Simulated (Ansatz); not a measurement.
One change: `[OH][GeH]([F])[SiH3]` becomes `[OH][GeH]([F])[CH2]Cl`.

Ansatz, PBE0-D4/def2-TZVP geometries, multiplicity 1. Each molecule was computed in one conformer, which needn't be the lowest.

Scalar relativity is left out up to krypton.

```
                                        property  `[OH][GeH]([F])[SiH3]`
               LUMO energy (PBE/def2-TZVPP) / eV                   -1.12
             HOMO–LUMO gap (PBE/def2-TZVPP) / eV                    6.12
              LUMO energy (PBE0/def2-TZVPP) / eV                   -0.29
size of the dipole moment (B3LYP/def2-TZVPP) / D                    1.87
           HOMO energy (ωB97M-V/def2-TZVPP) / eV                  -10.65
             HOMO energy (B3LYP/def2-TZVPP) / eV                   -8.35
```

(1) What does the change do to each property? (Estimate.)

Results:

(1) Ansatz gave: 
```json
{"property": "LUMO energy (PBE/def2-TZVPP) / eV", "`[OH][GeH]([F])[CH2]Cl`": "-1.09", "shift": "0.03"}
{"property": "HOMO–LUMO gap (PBE/def2-TZVPP) / eV", "`[OH][GeH]([F])[CH2]Cl`": "5.89", "shift": "-0.23"}
{"property": "LUMO energy (PBE0/def2-TZVPP) / eV", "`[OH][GeH]([F])[CH2]Cl`": "-0.06", "shift": "0.23"}
{"property": "size of the dipole moment (B3LYP/def2-TZVPP) / D", "`[OH][GeH]([F])[CH2]Cl`": "1.45", "shift": "-0.42"}
{"property": "HOMO energy (ωB97M-V/def2-TZVPP) / eV", "`[OH][GeH]([F])[CH2]Cl`": "-10.60", "shift": "0.05"}
{"property": "HOMO energy (B3LYP/def2-TZVPP) / eV", "`[OH][GeH]([F])[CH2]Cl`": "-8.13", "shift": "0.22"}
```

Dipoles are sizes alone; their direction can turn.

B3LYP here is the variant with VWN-RPA as its local correlation; programs differ in this.
